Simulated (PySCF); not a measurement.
Simulated Si 2p region for `[H][Si]([H])([GeH3])[GeH3]` (Si(GeH3)2H2), binding energy against the vacuum level.

Every computed line was given a Gaussian of 1.0 eV full width at half maximum and an area set by the number of equivalent atoms (split 2:1 within a doublet); the highest printed point is 100. Computed, not measured: PySCF, delta-SCF UKS SCAN, pcX-2 on the ionised atom, pcseg-1 elsewhere, spin-free X2C.

binding energy (eV), intensity and a bar:
```
    104.9          0 
    105.0          1 
    105.1          1 
    105.2          2 #
    105.3          4 #
    105.4          7 ##
    105.5         11 ###
    105.6         17 #####
    105.7         26 ########
    105.8         36 ###########
    105.9         48 ##############
    106.0         61 ##################
    106.1         74 ######################
    106.2         85 ##########################
    106.3         94 ############################
    106.4         99 ##############################
    106.5        100 ##############################
    106.6         98 #############################
    106.7         93 ############################
    106.8         86 ##########################
    106.9         77 #######################
    107.0         67 ####################
    107.1         57 #################
    107.2         47 ##############
    107.3         38 ###########
    107.4         29 #########
    107.5         22 ######
    107.6         15 #####
    107.7         10 ###
    107.8          7 ##
    107.9          4 #
    108.0          2 #
    108.1          1 
    108.2          1 
    108.3          0 
    108.4          0
```

Question: Count the maxima, the lines and the sites behind this envelope.

Answer: The curve has 1 maximum (at 106.5 eV). Under it lie 2 lines from 1 inequivalent silicon site, drawn as a 2p3/2, 2p1/2 pair. At this width some lines have no maximum of their own.

Question: Decompose the envelope and assign each component. Bonds: Si1–Ge2, Si1–Ge6. Hydrogens: H10, H11 on Si1; H3, H4, H5 on Ge2; H7, H8, H9 on Ge6.

Answer: 
```json
{"position (eV)": "106.35", "relative area": "0.67", "line": "Si 2p3/2", "atoms": "Si1", "environment": "silicon bonded to 2 Ge and 2 H"}
{"position (eV)": "106.98", "relative area": "0.33", "line": "Si 2p1/2", "atoms": "Si1", "environment": "silicon bonded to 2 Ge and 2 H"}
```

Shake-up satellites, vibrational structure and lifetime widths aren't simulated. Spin–orbit and ligand-field terms were added within each 2p shell after the spin-free SCF. 2p1/2 minus 2p3/2 (ligand field included): Si 0.62 eV. Isolated species at its PBE0-D3(BJ)/def2-SVP geometry, gas phase.
